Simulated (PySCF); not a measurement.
A side-by-side comparison of computed properties.

First species: C6H10N2.
Atom-mapped SMILES: `[CH3:1][CH2:2][c:3]1[n:4][cH:5][cH:6][n:7]1[CH3:8]` (hydrogens: H9, H10, H11 on C1; H12, H13 on C2; H14 on C5; H15 on C6; H16, H17, H18 on C8)

Second species: C₉H₁₁NS.
Atom-mapped SMILES: `[N:1]#[C:2][C:3]1=[C:4]([CH:5]2[CH2:6][CH2:7][CH2:8]2)[S:9][CH2:10][CH2:11]1` (hydrogens: H12 on C5; H13, H14 on C6; H15, H16 on C7; H17, H18 on C8; H19, H20 on C10; H21, H22 on C11)

Levels: PBE0/pcSseg-1 for dipole moment, HOMO energy, LUMO energy and HOMO–LUMO gap; GFN2-xTB for rotational constant A and rotational constant C. Geometries: GFN2-xTB. All species are isolated and taken at one optimised geometry, non-relativistic unless stated; the electronic structure was computed with PySCF and density fitting.

Dipoles, sizes and rotational constants follow the conformer. The torsions of the flexible species, by atom-mapped SMILES:
- `[CH3:1][CH2:2][c:3]1[n:4][cH:5][cH:6][n:7]1[CH3:8]`: C1–C2–C3–N4 101°
- `[N:1]#[C:2][C:3]1=[C:4]([CH:5]2[CH2:6][CH2:7][CH2:8]2)[S:9][CH2:10][CH2:11]1`: C3–C4–C5–C6 132°

Values for the first species:

| Item | Value |
| --- | --- |
| Dipole moment | 3.98 D |
| HOMO energy | -6.26 eV |
| LUMO energy | 0.77 eV |
| HOMO–LUMO gap | 7.03 eV |
| Rotational constant A | 3.263 GHz |
| Rotational constant C | 1.348 GHz |

(1) Estimate the same properties for the second species, and the change in each.

Answers

(1) 
| property | first | second | second less first |
| --- | --- | --- | --- |
| dipole moment | 3.98 D | 3.84 D | -0.14 D |
| HOMO energy | -6.26 eV | -6.42 eV | -0.16 eV |
| LUMO energy | 0.77 eV | -1.16 eV | -1.93 eV |
| HOMO–LUMO gap | 7.03 eV | 5.26 eV | -1.77 eV |
| rotational constant A | 3.263 GHz | 1.293 GHz | -1.970 GHz |
| rotational constant C | 1.348 GHz | 0.555 GHz | -0.793 GHz |

On the first: The dipole matches unit charges of opposite sign 0.83 Å apart (1 e·Å = 4.8032 D).

On the second: The dipole equals about 12.8 × 10⁻³⁰ C·m (1 D = 3.33564 × 10⁻³⁰ C·m).
